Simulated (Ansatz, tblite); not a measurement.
Forces on Si₄B⁻ at its PBE0-D4/def2-SVPD geometry. Total charge -1; singlet.

The xTB rows come from tblite. The restricted singlet is unstable towards broken spin symmetry at other levels; at PBE-D4/def2-TZVPD this wasn't settled. Another isomer (singlet) lies 3.65 eV lower at PBE0-D4/def2-TZVPD; other spin states weren't run for this one.

GFN2-xTB (tblite), largest force 0.65 eV/Å:

```xyz
5
positions Å, forces eV/Å
B     0.001   -0.005    0.003    0.000    0.001   -0.001
Si   -3.219   -1.873   -1.406    0.039    0.021    0.018
Si    3.217    1.881    1.400   -0.038   -0.024   -0.017
Si   -1.502   -0.878   -0.653    0.526    0.308    0.228
Si    1.503    0.874    0.655   -0.527   -0.305   -0.228
```

PBE-D4/def2-TZVPD (Ansatz), largest force 0.44 eV/Å:

```
B -0.001 0.002 -0.002
Si -0.358 -0.208 -0.157
Si 0.357 0.210 0.155
Si 0.309 0.178 0.136
Si -0.308 -0.182 -0.133
```
